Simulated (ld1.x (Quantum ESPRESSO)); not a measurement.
**Reading a pseudo-wave (copper (Cu))**

Columns: radius, all-electron u(r) and pseudo u(r) of the 3d shell (level -5.04 eV) of copper in the configuration [Ar] 3d10 4s1 4p0; PBE, scalar-relativistic, PAW scheme, ld1.x (Quantum ESPRESSO) 7.5.

| r (bohr) | all-electron | pseudo |
| --- | --- | --- |
| 0.163 | 0.2732 | 0.0290 |
| 0.325 | 0.7159 | 0.1922 |
| 0.488 | 0.9371 | 0.4805 |
| 0.650 | 0.9675 | 0.7443 |
| 0.813 | 0.9054 | 0.8538 |
| 0.975 | 0.8129 | 0.8112 |
| 1.138 | 0.7165 | 0.7165 |
| 1.300 | 0.6280 | 0.6280 |
| 1.463 | 0.5492 | 0.5492 |
| 1.625 | 0.4812 | 0.4812 |
| 1.788 | 0.4221 | 0.4221 |
| 1.950 | 0.3716 | 0.3716 |
| 2.113 | 0.3277 | 0.3277 |
| 2.275 | 0.2899 | 0.2899 |
| 2.438 | 0.2568 | 0.2568 |
| 2.600 | 0.2281 | 0.2281 |
| 2.763 | 0.2028 | 0.2028 |
| 2.925 | 0.1807 | 0.1807 |
| 3.088 | 0.1611 | 0.1611 |
| 3.250 | 0.1439 | 0.1439 |
| 3.413 | 0.1285 | 0.1285 |
| 3.575 | 0.1150 | 0.1150 |
| 3.738 | 0.1030 | 0.1030 |
| 3.900 | 0.0923 | 0.0923 |
| 4.063 | 0.0827 | 0.0827 |
| 4.225 | 0.0743 | 0.0743 |

Task: How many radial nodes do the two functions have?

Result: The all-electron 3d function has n − l − 1 = 0; the pseudo-wave has 0.

Task: At about which radius was the pseudo-wave matched?

Result: 1.15 bohr, where the columns begin to agree (steps of 0.16 bohr).

Task: Is the pseudo-wave norm-conserving?

Result: No, it belongs to a PAW set: the norm inside the radius is not constrained, and the difference is carried by the augmentation charge.
